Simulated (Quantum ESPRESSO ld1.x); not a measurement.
Yb+, 69 electrons, occupied as [Xe] 4f14 6s0.5 6p0.5 (fractional occupations, a model configuration). Calculated with ld1.x of Quantum ESPRESSO 7.5: scalar-relativistic Kohn-Sham, LDA (Slater exchange, Perdew-Wang correlation), spin-polarised, spherical densities, point nucleus; open shells are filled with parallel spins first.

X-ray form factor f0, the Fourier transform of the density (f0(0) = 69):

sin(theta)/lambda (1/angstrom)  f0 (electrons)
0.05                                    68.049
0.1                                     65.701
0.15                                    62.680
0.2                                     59.317
0.25                                    55.803
0.3                                     52.313
0.4                                     45.892
0.5                                     40.458
0.6                                     35.900
0.8                                     28.695
1                                       23.474
1.25                                    19.171
1.5                                     16.503
2                                       13.000
